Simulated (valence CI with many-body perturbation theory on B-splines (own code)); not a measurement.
# E1 transitions of Sr24+

Level of theory: valence CI with perturbative core correlation (CI+MBPT): four valence electrons over a frozen Dirac-Fock core [Ne], a basis of 11 s, 11 p, 9 d, 7 f, 5 g, 2 h, 1 i functions for each j, with the one-electron correlation potential Σ1 (screened to all orders), the two-electron term Σ2, the three-electron term Σ3, Breit, model QED; selected single and double excitations, second order for the rest (own B-spline code, finite nucleus).

No measured levels were compared; by estimate levels of excited configurations hold to 0.05 to 0.15 % of their energy, terms of the ground configuration to about 0.5 %.

Lines 1 to 50 of 210 in falling wavelength, among levels below 1669300 cm⁻¹, chosen from the strongest by gf and those to the six lowest levels. Wavelengths and rates use the calculated energies, so an error of 400 cm⁻¹ moves a line at 335.3 Å by 0.13 % and its rate by three times that or more. Electric multipoles are in the length gauge, E1 and E2 with the static RPA response of the core. Weak lines are less certain than strong ones. Lines between different terms over intervals too small for the method are left out, as are lines whose strength nearly cancels. Where a level lies close to another of its J and parity, the split of strength between their lines is uncertain. The highest levels of a list are the least certain.

Names give the largest LS component (configuration and term), which can be under half, so a name can repeat, a term be missing and a line seem to break the LS rules; names also repeat where a configuration has a term twice. Letters in brackets count levels of one name in rising energy.

```csv
λ vac (Å),Upper,Lower,A (s⁻¹),S (a.u.) with core polarisation,S without
335.3,3s 3p3 5S°_2,3s2 3p2 1D_2,1.66e+07,1.55e-03,1.59e-03
298.3,3s 3p3 3D°_1,3s2 3p2 1S_0,2.58e+07,1.01e-03,1.04e-03
262.3,3p4 3P_2,3s 3p3 3S°_1,1.07e+09,4.76e-02,4.89e-02
244.2,3s 3p3 3D°_1,3s2 3p2 1D_2,2.96e+08,6.39e-03,6.57e-03
240.9,3s 3p3 5S°_2,3s2 3p2 3P_2,3.40e+08,1.17e-02,1.21e-02
238.8,3s 3p2 3d 3G_4,3s2 3p 3d 1F°_3,4.61e+08,2.79e-02,2.86e-02
234.9,3s 3p2 3d 5F_5,3s2 3p 3d 3F°_4,6.77e+08,4.76e-02,4.89e-02
234.3,3s 3p3 3D°_2,3s2 3p2 1D_2,7.61e+07,2.42e-03,2.49e-03
229.5,3s 3p2 3d 1G_4,3s2 3p 3d 1F°_3,6.00e+08,3.22e-02,3.32e-02
225.0,3s 3p3 5S°_2,3s2 3p2 3P_1,4.97e+08,1.40e-02,1.44e-02
216.6,3s 3p3 3D°_3,3s2 3p2 1D_2,1.39e+09,4.89e-02,5.03e-02
214.3,3s 3p3 3P°_1,3s2 3p2 1S_0,4.28e+08,6.24e-03,6.42e-03
204.9,3s 3p2 3d 5D_2,3s2 3p 3d 3F°_2 [b],1.58e+09,3.36e-02,3.45e-02
202.7,3p4 3P_2,3s 3p3 1D°_2,2.15e+09,4.43e-02,4.56e-02
196.5,3p4 1D_2,3s2 3p 3d 3F°_2 [b],1.35e+09,2.53e-02,2.61e-02
190.0,3s 3p3 3D°_1,3s2 3p2 3P_2,9.89e+08,1.00e-02,1.03e-02
187.6,3s 3p3 1D°_2,3s2 3p2 1D_2,8.46e+08,1.38e-02,1.42e-02
184.9,3s 3p3 3P°_1,3s2 3p2 1D_2,5.30e+06,4.96e-05,5.07e-05
183.9,3s 3p3 3D°_2,3s2 3p2 3P_2,1.60e+08,2.45e-03,2.52e-03
183.2,3p4 1D_2,3s2 3p 3d 3F°_2 [a],2.19e+09,3.33e-02,3.42e-02
180.4,3s 3p2 3d 3D_2 [b],3s2 3p 3d 3P°_1,1.57e+09,2.28e-02,2.35e-02
180.0,3s 3p3 3D°_1,3s2 3p2 3P_1,1.32e+06,1.14e-05,1.16e-05
178.5,3s 3p2 3d 3D_3 [b],3s2 3p 3d 3D°_3,1.53e+09,3.00e-02,3.08e-02
177.1,3p4 3P_2,3s 3p3 3D°_3,9.13e+09,1.25e-01,1.29e-01
176.5,3s 3p2 3d 3F_2 [b],3s2 3p 3d 3P°_2 [a],1.73e+09,2.34e-02,2.41e-02
175.1,3s 3p3 3S°_1,3s2 3p2 1S_0,1.39e+09,1.10e-02,1.14e-02
174.5,3s 3p3 3D°_2,3s2 3p2 3P_1,4.87e+09,6.40e-02,6.58e-02
172.8,3s 3p3 3D°_3,3s2 3p2 3P_2,2.62e+09,4.68e-02,4.81e-02
172.5,3s 3p2 3d 3D_2 [c],3s2 3p 3d 3P°_1,2.02e+09,2.56e-02,2.64e-02
168.3,3s 3p2 3d 1G_4,3s2 3p 3d 3F°_4,3.16e+09,6.70e-02,6.89e-02
166.8,3p4 3P_2,3s 3p3 3D°_2,3.33e+09,3.82e-02,3.92e-02
165.3,3s 3p2 3d 3D_3 [a],3s2 3p 3d 3P°_2 [a],1.27e+09,1.98e-02,2.03e-02
164.8,3s2 3p 3d 3F°_2 [a],3s2 3p2 1D_2,1.82e+09,2.01e-02,2.07e-02
163.4,3s 3p2 3d 3F_3 [c],3s2 3p 3d 3D°_2,4.04e+09,6.09e-02,6.26e-02
162.8,3s 3p2 3d 3G_5,3s2 3p 3d 3F°_4,1.81e+10,4.24e-01,4.36e-01
161.4,3p4 1D_2,3s 3p3 1D°_2,5.86e+09,6.09e-02,6.26e-02
160.5,3s 3p2 3d 3F_3 [b],3s2 3p 3d 3P°_2 [a],5.24e+09,7.48e-02,7.69e-02
159.4,3s 3p2 3d 3F_2 [b],3s2 3p 3d 3F°_3,2.31e+09,2.31e-02,2.37e-02
157.5,3s 3p2 3d 5F_2,3s 3p3 3D°_2,1.99e+09,1.92e-02,1.97e-02
157.4,3s 3p2 3d 3D_3 [b],3s2 3p 3d 3F°_4,1.64e+09,2.21e-02,2.28e-02
156.8,3s 3p2 3d 3P_2,3s2 3p 3d 3F°_2 [a],4.39e+09,4.18e-02,4.30e-02
155.3,3s2 3p 3d 3F°_2 [b],3s2 3p2 1D_2,7.55e+09,6.99e-02,7.18e-02
155.0,3s 3p2 3d 3P_1 [b],3s 3p3 3S°_1,4.01e+09,2.21e-02,2.27e-02
155.0,3s 3p3 3S°_1,3s2 3p2 1D_2,6.95e+08,3.83e-03,3.95e-03
154.8,3s 3p2 3d 3D_1 [c],3s2 3p 3d 3D°_1,3.30e+09,1.81e-02,1.86e-02
154.2,3s 3p3 3D°_1,3s2 3p2 3P_0,1.01e+10,5.48e-02,5.63e-02
154.0,3s 3p2 3d 3P_0 [a],3s 3p3 3S°_1,1.14e+10,2.05e-02,2.11e-02
153.8,3s 3p3 1D°_2,3s2 3p2 3P_2,1.03e+10,9.29e-02,9.56e-02
153.6,3s 3p2 3d 3F_2 [b],3s2 3p 3d 3F°_2 [b],6.54e+09,5.85e-02,6.01e-02
152.2,3s 3p2 3d 3G_3,3s2 3p 3d 3F°_2 [b],5.86e+09,7.14e-02,7.33e-02
```
